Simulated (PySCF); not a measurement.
**Peak assignment**

Geometry:
```json
{"atom": "O1", "x (Å)": "-3.192", "y (Å)": "1.649", "z (Å)": "0.739"}
{"atom": "C2", "x (Å)": "-2.212", "y (Å)": "0.988", "z (Å)": "0.417"}
{"atom": "C3", "x (Å)": "-2.194", "y (Å)": "-0.449", "z (Å)": "0.665"}
{"atom": "C4", "x (Å)": "-1.194", "y (Å)": "-1.352", "z (Å)": "0.560"}
{"atom": "C5", "x (Å)": "0.161", "y (Å)": "-1.165", "z (Å)": "0.181"}
{"atom": "C6", "x (Å)": "0.767", "y (Å)": "-0.044", "z (Å)": "-0.293"}
{"atom": "C7", "x (Å)": "2.242", "y (Å)": "-0.109", "z (Å)": "-0.641"}
{"atom": "O8", "x (Å)": "2.926", "y (Å)": "-1.214", "z (Å)": "-0.114"}
{"atom": "C9", "x (Å)": "0.149", "y (Å)": "1.215", "z (Å)": "-0.554"}
{"atom": "C10", "x (Å)": "-1.096", "y (Å)": "1.645", "z (Å)": "-0.264"}
{"atom": "H11", "x (Å)": "-3.158", "y (Å)": "-0.807", "z (Å)": "1.008"}
{"atom": "H12", "x (Å)": "-1.441", "y (Å)": "-2.374", "z (Å)": "0.824"}
{"atom": "H13", "x (Å)": "0.786", "y (Å)": "-2.047", "z (Å)": "0.257"}
{"atom": "H14", "x (Å)": "2.726", "y (Å)": "0.830", "z (Å)": "-0.333"}
{"atom": "H15", "x (Å)": "2.345", "y (Å)": "-0.194", "z (Å)": "-1.729"}
{"atom": "H16", "x (Å)": "2.920", "y (Å)": "-1.158", "z (Å)": "0.849"}
{"atom": "H17", "x (Å)": "0.801", "y (Å)": "1.930", "z (Å)": "-1.046"}
{"atom": "H18", "x (Å)": "-1.346", "y (Å)": "2.663", "z (Å)": "-0.539"}
```

PySCF 2.14.0 with density-fitted response routines calculation with PBE0/pcSseg-1 with gauge-including orbitals and geometry: GFN2-xTB; gas phase, fast rotation and ring inversion assumed for equivalent nuclei, non-relativistic, single conformer.

References, each an isolated molecule treated in the same way: TMS for ¹³C (σ = 186.93 ppm) and ¹H (σ = 31.72 ppm).

(1) Assign these signals to the numbered atoms. ¹³C{¹H} NMR (computed): δ 188.1 (C), 157.0 (C), 152.7 (CH), 151.9 (CH), 140.3 (CH), 138.1 (CH), 134.7 (CH), 71.1 (CH2).

(2) Assign these signals to the numbered atoms. ¹H NMR (400 MHz, computed): δ 7.50 (m, 1H), 7.36 (m, 1H), 7.15 (d, 1H), 7.14 (d, 1H), 6.81 (d, 1H), 4.80 (s, 2H), 0.49 (br s, 1H).

Answers

(1) 
```tsv
δ (ppm)	atoms	environment	reason
188.1	C2	ring carbonyl carbon	–
157.0	C6	unsaturated ring carbon	–
152.7	C10	unsaturated ring CH	–
151.9	C3	unsaturated ring CH	–
140.3	C4	unsaturated ring CH	–
138.1	C9	unsaturated ring CH	–
134.7	C5	unsaturated ring CH	–
71.1	C7	sp3 CH2 bonded to O, on an unsaturated ring	pulled downfield by the heteroatom
```

C10 and C3 lie closer than the usual error of such a calculation, so a measured spectrum could show them in the other order.

(2) 
| δ (ppm) | atoms | environment | reason |
| --- | --- | --- | --- |
| 7.50 | H13 | hydrogen on a unsaturated ring CH | – |
| 7.36 | H12 | hydrogen on a unsaturated ring CH | – |
| 7.15 | H11 | hydrogen on a unsaturated ring CH | – |
| 7.14 | H18 | hydrogen on a unsaturated ring CH | – |
| 6.81 | H17 | hydrogen on a unsaturated ring CH | – |
| 4.80 | H14/H15 | hydrogen on an sp3 CH2 bonded to O, on an unsaturated ring | its carbon carries O, an electronegative neighbour |
| 0.49 | H16 | hydrogen on an alcohol oxygen | exchangeable; this is the value without hydrogen bonding to other molecules |

H11 and H18 lie closer than the usual error of such a calculation, so a measured spectrum could show them in the other order.

OH/NH shifts are gas-phase values; hydrogen bonding in solution moves them, usually downfield. Shifts are as computed. Against solution values, carbons near 30 ppm lie about +3 ppm off and those near 130 ppm about +5 ppm. Of 1211 compounds with measured shifts, 218 miss one by over three times the rms of a fit or turn the order of signals round; such compounds aren't used in these exercises. No couplings were computed; multiplicities are counted from neighbouring protons, with m where these are inequivalent, close in shift, in a saturated or five-membered ring or joined by F or P, and br s for small geminal =CH2 splittings.
